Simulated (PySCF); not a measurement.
F₆Te, SMILES F[Te](F)(F)(F)(F)F (connectivity only; charge and spin as stated), charge -1, multiplicity 2. Coordinates come from a PBE0-D3(BJ)/def2-SVPD optimisation. The multiplicity is an assumed one; no other spin state was optimised. The def2 effective core potentials stand for the cores of Te; spin–orbit coupling is left out.

Calculation: PBE0-D3(BJ)/def2-SVPD (PySCF).

Harmonic wavenumbers (cm⁻¹): 136, 136, 136, 144, 144, 144, 210, 210, 210, 503, 503, 517, 517, 517, 558. Rotational constants (GHz): 1.675, 1.675, 1.675; symmetry number 24.

Work out the zero-point energy and the ideal-gas rigid-rotor harmonic-oscillator thermochemistry at 298.15 K and 1 atm.

ZPE = ½ Σ hcν = ½ × 4584 cm⁻¹ = 27.42 kJ/mol. H − E(el) = 55.36 kJ/mol. Entropy in J/(mol K): translation 177.18, rotation 93.31, vibration 111.43, spin 5.76, total 387.68. G − E(el) = -60.23 kJ/mol. Cp = 134.53 J/(mol K). Modes under 150 cm⁻¹ make the vibrational entropy uncertain.
